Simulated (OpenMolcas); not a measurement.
**Mn6+, Tc6+, Re6+: d down the group**

```yaml
Program: OpenMolcas
Method: SS-CASPT2, IPEA 0.25 Eh, imaginary shift 0.1 Eh
Basis: ANO-R2
Scalar_Hamiltonian: X2C, finite nucleus
Spin-orbit_coupling: RASSI with atomic mean-field integrals over the reference wave functions, term energies averaged over their components
```

Active space for each ion: 1 electron in 10 orbitals (d d); closed shells correlated by CASPT2: Mn6+ 3s 3p; Tc6+ 4s 4p; Re6+ 5s 5p.

Computed levels in cm-1 above ²D_3/2:

```json
{"Level": "²D_5/2", "Mn6+": "1317", "Tc6+": "3280", "Re6+": "11250"}
{"Level": "weight of ²D in the lowest level (%)", "Mn6+": "100", "Tc6+": "100", "Re6+": "100"}
```

Measured, with the error of the calculation in %. Measured levels: Mn6+ from Corliss and Sugar, J. Phys. Chem. Ref. Data 6, 1253 (1977).

```csv
Level,Mn6+
²D_5/2,1350 (-2.5)
```

The fine-structure level ²D_5/2 changes by a factor of 8.54 from Mn6+ to Re6+.

CASPT2 breaks the degeneracy within a term, and the mean is taken; among the terms shown or strongly mixed into the levels shown the widest spread is 10 cm-1 (3d ²D, Mn6+). With one active electron, CASPT2 adds the correlation within the correlated inactive shells and between them and that electron, and leaves the splitting within a term as the reference gives it. With one active electron outside closed inactive shells, the extra shells (4d) add no correlation to the reference (holds for Mn6+). With one active electron outside closed inactive shells, the extra shells (5d) add no correlation to the reference (holds for Tc6+). With one active electron outside closed inactive shells, the extra shells (6d) add no correlation to the reference (holds for Re6+). Computed and measured levels are paired by configuration, term and J; levels that our copy of the source lacks, or whose pairing is in doubt (as where it misses far off the trend of its configuration), stay unpaired and out of the deviations. Levels of configurations outside the active space are missing.
